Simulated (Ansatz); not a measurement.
Geometry optimisation, RKS PBE0-D4/def2-SVP in Ansatz 0.2.0.

The input (input.yaml):

```yaml
crystal:
  periodic: [false, false, false]
  atoms:
    - { symbol: Ti, position_ang: [0.0, 0.0, 0.0] }
    - { symbol: F, position_ang: [0.0, 0.0, 2.18] }
    - { symbol: F, position_ang: [1.7257, 0.0, -0.6094] }
    - { symbol: F, position_ang: [-0.8619, 1.4933, -0.6094] }
    - { symbol: F, position_ang: [-0.8619, -1.4933, -0.6094] }
    - { symbol: "N", position_ang: [-2.2396, 0.0, 0.7442] }
    - { symbol: H, position_ang: [-2.9597, -0.6071, 0.2579] }
    - { symbol: H, position_ang: [-2.5255, 0.6071, 1.5647] }
    - { symbol: H, position_ang: [-1.2957, 0.0, 1.8836] }
basis:
  gaussian: { orbitals: def2-SVP }
hamiltonian:
  xc: pbe0
  dispersion: d4
relax:
  f_tol: 0.15
  max_steps: 25
  restrain:
    - { distance: [0, 5], at: 2.06, k: 30.0 }
    - { distance: [8, 1], at: 0.92, k: 30.0 }
    - { distance: [0, 1], at: 3.03, k: 30.0 }
    - { distance: [8, 5], at: 2.26, k: 30.0 }
```

Command:

```bash
$ ansatz run input.yaml --threads 4 --pin off --max-ram 5120MiB --backend cpu --events-out ev --progress --plain --runs-dir out
```

Task: Where does it end, and by what steps?

Result: It converged. The restraints hold the end off the free minimum. After 23 steps the energy has fallen by 3.342 eV (the restraints' own energy left out); F3 moved furthest, 1.63 Å. Parted: Ti1–F2 (2.18 → 3.02 Å). Joined: F2–H9 (1.33 → 0.93 Å).

| step | energy less start (eV) | largest force component (eV/Å) | accepted |
| --- | --- | --- | --- |
| 0 | 0.0000 | 4.157 | yes |
| 1 | -0.1161 | 3.163 | yes |
| 2 | -0.4058 | 3.089 | yes |
| 3 | -1.2187 | 2.232 | yes |
| 4 | -2.1911 | 1.917 | yes |
| 5 | -2.6281 | 1.569 | yes |
| 6 | -2.9079 | 1.573 | yes |
| 7 | -3.0447 | 1.664 | yes |
| 8 | -3.1199 | 1.820 | yes |
| 9 | -3.1512 | 1.716 | yes |
| 10 | -3.2269 | 1.682 | yes |
| 11 | -3.2826 | 1.714 | yes |
| 12 | -3.3042 | 1.639 | yes |
| 13 | -3.3183 | 1.572 | yes |
| 14 | -3.3224 | 1.860 | yes |
| 15 | -3.2727 | 1.140 | no |
| 16 | -3.3272 | 1.697 | yes |
| 17 | -3.3257 | 1.417 | no |
| 18 | -3.3301 | 1.640 | yes |
| 19 | -3.3322 | 1.624 | yes |
| 20 | -3.3376 | 1.684 | yes |
| 21 | -3.3346 | 1.464 | no |
| 22 | -3.3400 | 1.680 | yes |
| 23 | -3.3418 | 1.703 | yes |

```xyz
9
Properties=species:S:1:pos:R:3
Ti -0.538 -0.058 -0.370
F 0.108 0.846 2.442
F 0.758 -1.080 0.143
F -0.182 1.618 -0.569
F -0.983 -0.655 -1.932
N -2.107 -0.288 0.840
H -2.516 -1.214 0.962
H -2.845 0.416 0.825
H -0.714 0.415 2.460
```

The run took 58 s on 4 threads of Arm Neoverse V1, on a shared host, peak memory 0.31 GiB.
